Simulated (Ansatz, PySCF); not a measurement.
CH9HfN3, SMILES [CH3][Hf]([NH2])([NH2])[NH2], multiplicity 1. Atoms are numbered in the order given.

```xyz
14

Hf     0.0538    -0.0915    -0.1055
N      1.5615     0.9188    -1.0410
H      1.3991     1.6683    -1.7124
H      2.5664     0.8256    -0.9148
N      0.7693    -1.2832     1.3899
H      1.2266    -0.9182     2.2246
H      0.7099    -2.2942     1.4839
N     -1.0676    -1.1583    -1.4369
H     -1.9478    -1.6093    -1.1905
H     -0.9089    -1.3062    -2.4306
C     -1.2933     1.4318     0.8366
H     -0.8028     1.9589     1.6757
H     -2.2154     0.9759     1.2425
H     -1.6122     2.2074     0.1159
```

The structure is a stationary point at PBE0-D3(BJ)/def2-SVP. The spin state was assumed, not searched. The def2 effective core potentials stand for the cores of Hf; spin–orbit coupling is left out. One conformer was computed; it need not be the lowest.

Two levels are set side by side: PBE-D3(BJ)/def2-SVP (Ansatz, a first-principles code) and PBE0-D3(BJ)/def2-SVP (Ansatz). Each level has its own optimised geometry; the coordinates shown are those of the second. Frequencies come from the Hessian of PySCF at each geometry. Differences are taken from unrounded values.

```tsv
quantity	PBE0-D3(BJ)	PBE-D3(BJ)	PBE-D3(BJ) minus PBE0-D3(BJ)
mean bond length (Å)	1.369	1.377	0.009
bond Hf1–N2 (Å)	2.042	2.050	0.009
bond Hf1–N5 (Å)	2.042	2.050	0.009
bond Hf1–N8 (Å)	2.042	2.050	0.009
bond Hf1–C11 (Å)	2.241	2.248	0.007
bond N2–H3 (Å)	1.019	1.029	0.009
bond N2–H4 (Å)	1.017	1.026	0.009
bond N5–H6 (Å)	1.019	1.029	0.009
bond N5–H7 (Å)	1.017	1.026	0.009
bond N8–H9 (Å)	1.019	1.029	0.009
bond N8–H10 (Å)	1.017	1.026	0.009
bond C11–H12 (Å)	1.106	1.114	0.008
bond C11–H13 (Å)	1.106	1.114	0.008
bond C11–H14 (Å)	1.106	1.114	0.008
highest harmonic wavenumber (cm⁻¹)	3659	3539	-120
mean harmonic wavenumber (cm⁻¹)	1310	1267	-43
zero-point energy (kcal/mol)	67.42	65.22	-2.20
```

GGA bonds tend to be longer and softer than those of functionals with exact exchange. Differences between two approximate levels are no errors against the true value.
